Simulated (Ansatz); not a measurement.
One change: `ClCI` becomes `Cl[SiH2]I`.

Ansatz, PBE0-D4/def2-TZVP geometries, multiplicity 1. 

Elements past krypton have def2 core potentials.

```csv
property,`ClCI`
HOMO–LUMO gap (ωB97M-V/def2-TZVPP) / eV,10.41
HOMO–LUMO gap (B3LYP/def2-TZVPP) / eV,5.75
size of the dipole moment (B3LYP/def2-TZVPP) / D,1.40
HOMO energy (PBE/def2-TZVPP) / eV,-6.46
zero-point energy (PBE0-D4/def2-TZVP) / kJ/mol,74.5
LUMO energy (ωB97M-V/def2-TZVPP) / eV,0.59
```

Give the same properties after the change, and the shifts. (An estimate is asked.)

Computed: 
| property | `Cl[SiH2]I` | shift |
| --- | --- | --- |
| HOMO–LUMO gap (ωB97M-V/def2-TZVPP) / eV | 11.02 | 0.61 |
| HOMO–LUMO gap (B3LYP/def2-TZVPP) / eV | 6.58 | 0.83 |
| size of the dipole moment (B3LYP/def2-TZVPP) / D | 0.98 | -0.42 |
| HOMO energy (PBE/def2-TZVPP) / eV | -6.80 | -0.34 |
| zero-point energy (PBE0-D4/def2-TZVP) / kJ/mol | 51.4 | -23.1 |
| LUMO energy (ωB97M-V/def2-TZVPP) / eV | 0.95 | 0.36 |

With PBE0 the HOMO falls by 0.31 eV and the LUMO rises by 0.50 eV, so the gap widens by about 0.81 eV. PBE moves the HOMO by -0.34 eV and ωB97M-V by -0.25 eV. Dipoles are sizes alone; their direction can turn.

B3LYP here is the variant with VWN-RPA as its local correlation; programs differ in this.

Spin–orbit coupling is left out; it splits and shifts lone-pair levels of the heavy atoms by tenths of an eV.
